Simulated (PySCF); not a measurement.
## Polarisability and C₆ of Se (selenium, neutral)

[Ar] 3d10 4s2 4p4, high-spin 3P determinant. Calculation: PySCF 2.14, in aug-cc-pVTZ-DK; the spin-free X2C one-electron Hamiltonian (Gaussian nucleus). Coupled (time-dependent) response in atomic units; α is the mean over directions.

```json
{"method": "HSE06", "mean α (bohr³)": "26.34", "α xx, yy, zz": "24.39, 30.24, 24.39", "C₆ (like pair)": "219.1", "S(−4)": "189.5"}
```

S(−4) is the Cauchy moment in α(ω) = α(0) + S(−4) ω² + …

Reference α: 28.9 ± 1 bohr³ (recommended; Schwerdtfeger and Nagle, table of static dipole polarizabilities (2023 update)). Published C₆: 210.0 (Chu and Dalgarno (2004); Tang, Norbeck and Certain (1976)).

Spin-orbit coupling is absent.

α(iu) at HSE06:

```
u (hartree)  α(iu) (bohr³)
          0          26.34
     0.0500          25.88
      0.100          24.62
      0.200          20.86
      0.300          16.95
      0.500          11.04
      0.750          6.839
       1.00          4.569
       1.50          2.427
       2.00          1.506
       3.00         0.7526
       5.00         0.3055
```

A single London oscillator, α(iu) = α/(1 + u²/ω²), gives C₆ = (3/4) ω α². Matching the computed C₆ needs ω = 4 × 219.1 / (3 × 26.34²) = 0.421 hartree.

The components differ because the open shell of this determinant is not spherical; for a pure term their mean is the scalar polarisability.
